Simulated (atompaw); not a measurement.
# How hard is this As (Z = 33) PAW (atompaw) potential?

arsenic (As), PAW, made with atompaw 4.2.0.5 (PBEsol, scalar-relativistic). Core [Ar], reference 3d10 4s2 4p3. Waves: 4s (bound): rc 1.45 bohr; 4s channel at 0.05 Ry: rc 2.05 bohr; 4p (bound): rc 2.05 bohr; 4p channel at 1.85 Ry: rc 2.05 bohr; 3d (bound): rc 1.35 bohr; 3d channel at -2.65 Ry: rc 1.35 bohr. Local part: bessel scheme, radius 1.45 bohr. Core correction: smooth core density matched at 1.40 bohr. Augmentation charge: sinc compensation charge, radius 1.90 bohr; PAW radius 2.05 bohr; waves and projectors: custom polynom gramschmidtortho.

The pseudo-atom Hamiltonian at the reference potential is diagonalised in spherical Bessel functions j_l(qr) that vanish at 20 bohr, with q² up to the cutoff. All-electron valence levels (Ry): 4s -1.0660, 4p -0.3819, 3d -2.9872.

Task: How do the lowest levels (Ry) of each channel move with the cutoff, and are there ghosts?

Result:

```csv
cutoff (Ry),s #1,s #2,p #1,p #2,d #1,f #1,f #2,Σ f·Δε (mRy)
8,-1.0606,-0.0291,-0.3810,0.0280,0.0604,0.1129,0.2404,30489.4
18,-1.0636,-0.0292,-0.3819,0.0279,-0.8795,0.1129,0.2404,21081.6
40,-1.0656,-0.0292,-0.3819,0.0279,-2.9481,0.1129,0.2404,391.5
60,-1.0659,-0.0292,-0.3819,0.0279,-2.9836,0.1129,0.2404,36.0
110,-1.0660,-0.0292,-0.3819,0.0279,-2.9870,0.1129,0.2404,2.3
180,-1.0660,-0.0292,-0.3819,0.0279,-2.9872,0.1129,0.2404,0.3
400,-1.0660,-0.0292,-0.3819,0.0279,-2.9872,0.1129,0.2404,0.0
```

Result: no extra level below or beside the all-electron valence levels (s, p, d, f tested); 10 mRy is reached at 90 Ry and 1 mRy at 140 Ry.
